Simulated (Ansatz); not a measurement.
`CC[Si]CC` + `CSSB(O)O` → `CC[Si]SC` + `CCSB(O)O`  (redistribution)

Gas-phase electronic energies from Ansatz, PBE0-D4/def2-TZVP geometries. CCSD(T)/CBS is the MP2 limit (def2-TZVPP, def2-QZVPP) plus CCSD(T) − MP2 in def2-TZVPP, frozen cores. One conformer a species, not always the lowest.

```
   species  MP2/CBS(def2) energy (Eh)
`CC[Si]CC`                 -447.15813
`CSSB(O)O`                -1011.80907
`CC[Si]SC`                 -805.71372
`CCSB(O)O`                 -653.29391
```

Task: Work out ΔE.

Result: ΔE = (-805.71372) + (-653.29391) − (-447.15813) − (-1011.80907) = -0.04043 Eh = -106.1 kJ/mol. CCSD(T)/CBS gives -103.1 kJ/mol.

Largest T1 diagnostic among the species: 0.014.
